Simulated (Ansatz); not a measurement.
Gas-phase electronic energies from Ansatz, PBE0-D4/def2-TZVP geometries. CCSD(T)/CBS adds triple-zeta CCSD(T) − MP2 to the extrapolated MP2 energy (def2 sets, frozen cores). This one scheme is used for every species. DFT in def2-TZVPP. B3LYP here is the variant with VWN-RPA as its local correlation; programs differ in this. def2 core potentials past Kr. For Br, In outer-core shells are correlated without core-valence functions, which leaves a few kJ/mol of doubt a bond. Scalar relativity is left out up to krypton. One conformer a species, not always the lowest.

Reaction (ligand exchange at the In–O bond): `[OH][In]([SH])[Br]` + HBr → `[SH][In]([Br])[Br]` + H₂O

Q: Is it downhill or uphill in electronic energy at CCSD(T)/CBS, and by how much? (An estimate is asked.)

A: Ansatz gave: Downhill: ΔE = -106.3 kJ/mol.

Q: What do these levels give: PBE-D4, r2SCAN-D4, PBE0-D4, B3LYP-D4, ωB97M-V, PBE, PBE0, B3LYP, HF/def2-TZVPP, CCSD/def2-TZVPP, MP2/def2-QZVPP, CCSD/CBS(def2)? (Best estimate.)

A: Computed: PBE-D4 -99.9, r2SCAN-D4 -102.8, PBE0-D4 -110.5, B3LYP-D4 -104.4, ωB97M-V -104.5, PBE -97.7, PBE0 -108.4, B3LYP -100.7, HF/def2-TZVPP -120.5, CCSD/def2-TZVPP -104.1, MP2/def2-QZVPP -108.0, CCSD/CBS(def2) -108.8 kJ/mol.

Largest T1 diagnostic among the species: 0.013.

The D4 term adds −3.7 kJ/mol with B3LYP and −2.1 kJ/mol with PBE0; it sums over pairs of atoms, weighted by their polarisabilities, and B3LYP, whose exchange is more repulsive, gets the larger term. In def2-TZVPP, CCSD(T) changes the Hartree–Fock value by +19.0 kJ/mol (the triples alone add +2.5 kJ/mol) and MP2 by +15.0 kJ/mol.
